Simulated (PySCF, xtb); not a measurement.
BH2I, SMILES BI.

GFN2-xTB in xtb 6.7.1 at its own geometry gives an orbital gap of 3.36 eV and a dipole moment of 3.30 D.

Geometry: B3LYP-D3(BJ)/def2-TZVP. The def2 effective core potentials stand for the cores of I; spin–orbit coupling is left out.

### Question
What does B3LYP/def2-TZVPD in PySCF give? (The exact figures need the calculation; the answer reports its results.)

### Answer
gap 4.93 eV (levels -7.34 and -2.41 eV), dipole 0.42 D.
